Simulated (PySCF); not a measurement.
## TcNCl₄: fields on a plane

All numbers come from B3LYP in PySCF with Tc def2-SVP with ECP28, N def2-SVP, Cl def2-SVP; scalar-relativistic core potentials, no spin–orbit coupling; density-fitted integrals.

The singlet minimum has Tc–Cl 2.316 Å (×4), Tc–N 1.599 Å; Cl–Tc–Cl 87.5° (×4), Cl–Tc–Cl 156.0° (×2), Cl–Tc–N 102.0° (×4).

The plane holds Tc1 at (0.00, 0.00), N2 at (1.60, 0.00), Cl3 at (-0.48, 2.26), Cl4 at (-0.48, -2.26) Å. Columns run from x = -2.55 to 3.75 Å, rows from y = 4.65 (top) to -4.35 Å, in steps of 0.3 Å. Other isomers or separated fragments may lie lower. Core electrons replaced by a potential are absent, the electrostatic potential uses the reduced nuclear charge, and values within about 0.7 Å of such atoms have no physical meaning.

**Question.** Give the electron density (e/Å³) (cut at 5 e/Å³). Lower edges of the bins (e/Å³): '_' 0.000, '.' 0.030, ':' 0.076, '-' 0.151, '=' 0.268, '+' 0.455, '*' 0.750, '#' 1.218, '%' 1.960, '@' 3.136; top 5.00, each point printed twice.

**Answer.** 
```
____________________________________________
____________________________________________
____________________________________________
__________..........________________________
______....::------::....____________________
____..::--==++++++==--..____________________
____..::==**######**==::..__________________
____::--++##@@@@%%##++--..__________________
____::==**%%@@@@@@##++--..__________________
____::--++##@@@@%%##++--..__________________
____..--==**######**==--....________________
____..::--==++****++==--::......____________
______..::--==++++++==--------::::..________
______..::--++**%%%%**++++++**++--::..______
______..::==**@@@@@@@@####%%%%##++--..______
______..::==%%@@****@@%%%%@@@@@@**==..______
______..::==%%@@****@@%%%%@@@@@@**==..______
______..::==**@@@@@@@@####%%%%##++--..______
______..::--++**%%%%**++++++**++--::..______
______..::--==++++++==--------::::..________
____..::--==++****++==--::......____________
____..--==**######**==--....________________
____::--++##@@@@%%##++--..__________________
____::==**%%@@@@@@##++--..__________________
____::--++##@@@@%%##++--..__________________
____..::==**######**==::..__________________
____..::--==++++++==--..____________________
______....::------::....____________________
__________..........________________________
____________________________________________
____________________________________________
```

**Question.** Give the electron localisation function (set to 0 where the density is under 0.005 e/Å³). Lower edges of the bins: '0' 0.000, '1' 0.097, '2' 0.193, '3' 0.290, '4' 0.386, '5' 0.483, '6' 0.580, '7' 0.676, '8' 0.773, '9' 0.869; top 0.97.

**Answer.** 
```
0000000000000000000000
0000000000000000000000
0000112222100000000000
0002334444420000000000
0024566776642000000000
0245788888764100000000
0357897489875200000000
1468971708975200000000
1478958937974100000000
1468970508862000000000
0357887578631000000000
0135678875311113321000
0012333322113566653000
0000112466326888875200
0000014888747769986300
0000027800757176997410
0000027800757176997410
0000014888747769986300
0000112466326888875200
0012333322113566653000
0135678875311113321000
0357887578631000000000
1468970508862000000000
1478958937974100000000
1468971708975200000000
0357897489875200000000
0245788888764100000000
0024566776642000000000
0002334444420000000000
0000112222100000000000
0000000000000000000000
```
